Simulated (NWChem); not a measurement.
Species: SF3 cation; SMILES F[S+](F)F

```xyz
4

F      0.3041    -1.3136    -0.2764
S      0.0000     0.0000     0.4492
F      0.9856     0.9201    -0.2764
F     -1.2896     0.3935    -0.2764
```
Atoms are numbered in this order, from 1.

Results from NWChem. Pople sets run with spherical d functions. The geometry was optimised at PBE0/def2-SVP. Atomic charges in e: unrestrained fits to the electrostatic potential beside Mulliken populations; the two definitions need not agree.

For level Hartree-Fock/6-31G*:

- Mulliken F1: -0.30
- Mulliken S2: 1.90
- Mulliken F3: -0.30
- Mulliken F4: -0.30

Problem. How do the values read with level B3LYP/def2-SVP instead?

Solution. 
- Mulliken F1: -0.15
- Mulliken S2: 1.44
- Mulliken F3: -0.15
- Mulliken F4: -0.15
